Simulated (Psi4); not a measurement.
**The standard entropy of C2H3BFN (SMILES FB1C=NC1) from a frequency calculation**

A singlet with charge 0, relaxed at MP2/def2-SVP (density fitting, density fitting for correlation), 5 core orbitals frozen (Psi4 1.11):

```xyz
8

F     0.1303   -1.0005    1.9103
B    -0.1091   -0.2918    0.8185
C     0.2576    1.1493    0.3705
N     0.4699    0.6932   -0.8407
C    -0.2335   -0.6468   -0.7191
H     0.5665    2.1505    0.6858
H     0.3374   -1.4803   -1.1526
H    -1.2188   -0.5847   -1.1968
```

Harmonic wavenumbers in cm⁻¹: 106, 392, 480, 626, 808, 876, 923, 958, 1064, 1136, 1209, 1274, 1443, 1501, 1539, 3146, 3226, 3246.

Masses in u: F 18.998, B 10.81, C 12.011, N 14.007, H 1.008. Take T = 298.15 K, p = 1 bar, R = 8.3145 J/(mol K), kT/hc = 207.22 cm⁻¹, rigid rotor and harmonic oscillator.

Task: Compute the standard molar entropy.

Result: 
1. Translation (Sackur–Tetrode): S = R[3/2 ln M + 5/2 ln T − 1.1517] with M = 70.861 gives 162.0 J/(mol K).
2. Rotation: principal moments 42.188, 108.606, 143.574 u Å² give A, B, C = 0.3996, 0.1552, 0.1174 cm⁻¹; the symmetry number is σ = 1; q = (√π/σ)√((kT/hc)³/ABC) = 61963; S = R(ln q + 3/2) = 104.2.
3. Vibration: with u = ν̃/207.22, each mode gives R[u/(eᵘ − 1) − ln(1 − e⁻ᵘ)]; the sum is 26.3, most from 106 cm⁻¹ (14.0), 392 cm⁻¹ (4.2), 480 cm⁻¹ (3.0).
4. Spin and the two mirror images of this shape: R ln 2 = 5.8.
5. Sum: 162.0 + 104.2 + 26.3 + 5.8 = 298.3 J/(mol K).

No measured value is set beside it here. Where a soft mode is a torsion, a harmonic oscillator describes it poorly.
